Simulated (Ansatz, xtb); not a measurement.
# Ranking isomers of C3H5F2NO

6 gas-phase structures of C3H5F2NO, from a drawn sample of its isomers (lower ones may exist). Each was relaxed with GFN2-xTB; where two conformers were screened, the lower at r2SCAN-D4/def2-SVP is listed:

A. `[H]/N=C\COC(F)F`, a singlet
B. `NC(=O)CC(F)F`, a singlet
C. `CC(F)(F)C(N)=O`, a singlet
D. `C=NCOC(F)F`, a singlet
E. `O=CNCC(F)F`, a singlet
F. `CNC(=O)C(F)F`, a singlet

Estimate their order in r2SCAN-D4/def2-SVP energy at these geometries, lowest first.

Calculated order at r2SCAN-D4/def2-SVP: C (0.000), B (0.123), E (0.490), F (0.557), A (1.676), D (1.794) eV.

Energies above the lowest of each column, in eV; the last columns are at B3LYP-D3(BJ)/def2-SVP geometries and were run for some of them only (a dash: not run or not comparable):

```
structure  GFN2-xTB  HF/STO-3G  r2SCAN-D4/def2-SVP  B3LYP-D3(BJ)/def2-SVP  CCSD(T)/def2-SVP + ΔMP2/def2-TZVPP
        C     0.000      0.000               0.000                  0.000                               0.000
        B     0.005      0.107               0.123                  0.097                               0.042
        E     0.216      0.271               0.490                  0.424                               0.425
        F     0.129      0.246               0.557                  0.485                               0.514
        A     1.199      0.745               1.676                      –                                   –
        D     1.060      0.840               1.794                      –                                   –
```

Every level run on C puts it lowest or level with the lowest. Flexible structures stand in one conformer each, not always the lowest. Frequencies (GFN2-xTB) were run for B, C, E, F alone. ΔMP2 is the change of the MP2 energy from the smaller to the larger basis.

Over these structures GFN2-xTB departs from r2SCAN-D4/def2-SVP by 0.208 eV on average once a common shift is removed. A GFN2-xTB relaxation took about 0.17 s and the r2SCAN-D4/def2-SVP energy about 2 s on a shared host (Ansatz 0.2.0, xtb 6.7.1).
